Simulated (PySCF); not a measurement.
## Electric field gradients and quadrupole coupling constants

C4H4F2O.
SMILES with atom numbers: `[CH2:1]=[CH:2][C:3](=[O:4])[CH:5]([F:6])[F:7]` (hydrogens: H8, H9 on C1; H10 on C2; H11 on C5)

Geometry (GFN2-xTB, Å), atoms numbered from 1 in this order:
```xyz
11
C4H4F2O angstrom
C     -1.9805    0.4627   -0.0286
C     -0.7688   -0.0674    0.1137
C      0.3195    0.2929   -0.7997
O      0.2385    1.0451   -1.7371
C      1.6665   -0.3962   -0.4697
F      1.5255   -1.7423   -0.5345
F      2.0348   -0.1109    0.8025
H     -2.1735    1.1670   -0.8225
H     -2.7966    0.2163    0.6282
H     -0.5338   -0.7736    0.8962
H      2.4739   -0.0909   -1.1500
```

Field gradients from the PBE0/pcSseg-1 density (PySCF, non-relativistic), principal values in atomic units, ordered |Vxx| ≤ |Vyy| ≤ |Vzz|:

| atom | Vxx | Vyy | Vzz |
| --- | --- | --- | --- |
| O4 | 0.4868 | 1.5012 | -1.9880 |

Find the asymmetry η = (Vxx − Vyy)/Vzz and the couplings χ = eQV/h (234.96 MHz × Q in barn × V in au), with Q(17O) = −0.0256 b.

```json
{"atom": "O4", "environment": "ketone oxygen", "nucleus": "17O", "η": "0.51", "χzz (MHz)": "11.96", "χxx (MHz)": "-2.93", "χyy (MHz)": "-9.03"}
```

The tensor is traceless: Vxx + Vyy + Vzz = 0.

What is Vzz at O4 in SI units (1 au = 9.71736 × 10²¹ V/m²)?

-1.9880 au = -19.318 × 10²¹ V/m².

What couplings would deuterons (Q(2H) = 0.00286 b) have in place of the hydrogens, at this geometry?

| atom | bonded to | bond length (Å) | Vzz (au) | η | χzz (kHz) |
| --- | --- | --- | --- | --- | --- |
| H8 | C1 | 1.079 | 0.3244 | 0.01 | 218 |
| H9 | C1 | 1.076 | 0.3339 | 0.01 | 224 |
| H10 | C2 | 1.080 | 0.3217 | 0.08 | 216 |
| H11 | C5 | 1.099 | 0.2690 | 0.05 | 181 |

One conformer (not necessarily the lowest) at the GFN2-xTB geometry, without solvent, vibrations or thermal averaging. GFN2-xTB bond lengths can be off by several hundredths of an ångström, more for odd bonds, and the gradients follow them. These gradients aren't converged with respect to the basis.

The run behind these numbers computed NMR shieldings as well. The run took 16 s (with the writing of density and orbital grids) on one thread, Arm Neoverse V1 (aarch64), shared host with 32 logical CPUs at a one-minute load of 19, and the process peaked at 0.65 GiB of memory.
